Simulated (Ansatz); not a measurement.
Consider the substitution at a C–Ge bond: `[CH3][Ge]([NH2])([NH2])[NH2]` + `CN[SiH2]O` → `CN(C)[SiH2]O` + `[NH2][GeH]([NH2])[NH2]`.

Program: Ansatz. Geometries: PBE0-D4/def2-TZVP. ΔE: electronic, gas phase. CCSD(T)/CBS adds triple-zeta CCSD(T) − MP2 to the extrapolated MP2 energy (def2 sets, frozen cores). Functionals use def2-TZVPP. B3LYP here is the variant with VWN-RPA as its local correlation; programs differ in this. HSE06 is defined as in plane-wave codes. For Ge outer-core shells are correlated without core-valence functions, which leaves a few kJ/mol of doubt a bond. Scalar relativity is left out up to krypton. Each species was taken in one conformer, which may not be the lowest.

`[CH3][Ge]([NH2])([NH2])[NH2]`:

Z-matrix (Å, degrees):
```
C
Ge 1 1.946
H 1 1.090 2 110.0
H 1 1.091 2 110.0 3 120.2
H 1 1.092 2 110.8 3 -119.9
N 2 1.840 1 106.9 3 54.7
N 2 1.840 1 106.9 3 -175.0
N 2 1.829 1 119.5 3 -60.1
H 6 1.011 2 114.5 1 177.5
H 6 1.010 2 115.7 1 49.3
H 7 1.011 2 114.5 1 -177.5
H 7 1.010 2 115.7 1 -49.3
H 8 1.009 2 115.0 1 64.5
H 8 1.009 2 115.0 1 -64.5
```

`CN[SiH2]O`:

```xyz
11

C     0.067    1.193    1.023
N     0.026    0.737   -0.348
Si   -0.388   -0.838   -0.856
O     0.789   -1.995   -0.826
H     1.074    1.175    1.458
H    -0.569    0.551    1.638
H    -0.322    2.212    1.116
H     0.525    1.333   -0.989
H    -0.762   -0.765   -2.285
H    -1.496   -1.264    0.043
H     1.056   -2.340    0.027
```

`CN(C)[SiH2]O`:

Cartesian coordinates in Å:
```
C -0.438 0.598 -1.408
N 0.130 0.299 -0.116
C -0.168 1.284 0.892
Si 0.807 -1.229 0.232
O -0.239 -2.491 0.436
H -1.536 0.624 -1.384
H -0.091 1.576 -1.769
H -0.139 -0.154 -2.141
H 0.318 1.025 1.835
H -1.248 1.375 1.080
H 0.195 2.275 0.591
H 1.600 -1.034 1.475
H 1.611 -1.664 -0.933
H -0.801 -2.483 1.212
```

`[NH2][GeH]([NH2])[NH2]`:

```xyz
11

N     0.316   -1.043   -1.355
Ge    0.391    0.203   -0.011
N    -1.184    1.141   -0.015
N     0.420   -0.467    1.691
H     0.831   -0.817   -2.193
H    -0.607   -1.372   -1.598
H     1.713    0.972   -0.228
H    -1.285    1.790    0.754
H    -1.405    1.612   -0.880
H     1.227   -1.036    1.904
H    -0.415   -0.984    1.931
```

```
        level  ΔE (kJ/mol)
      BLYP-D4         62.6
      PBE0-D4         65.4
     B3LYP-D4         64.4
     HSE06-D4         65.5
      ωB97X-V         64.3
         BLYP         64.6
 MP2/def2-SVP         53.4
CCSD/def2-SVP         49.5
```

Question: What does CCSD(T)/CBS give? (An estimate is asked.)

Answer: Computed: +70.2 kJ/mol. The listed levels differ from it by -7.6, -4.8, -5.8, -4.7, -5.9, -5.6, -16.8, -20.7 kJ/mol.

Largest T1 diagnostic among the species: 0.011.

At CCSD(T), def2-SVP lies −21.7 kJ/mol from the extrapolated value and def2-TZVPP −0.5 kJ/mol. In def2-TZVPP, CCSD(T) changes the Hartree–Fock value by +5.0 kJ/mol (the triples alone add −0.2 kJ/mol) and MP2 by +8.1 kJ/mol.

CCSD(T)/CBS has its own doubt, a few kJ/mol and more with outer-core shells, so smaller differences from it don't rank the levels.
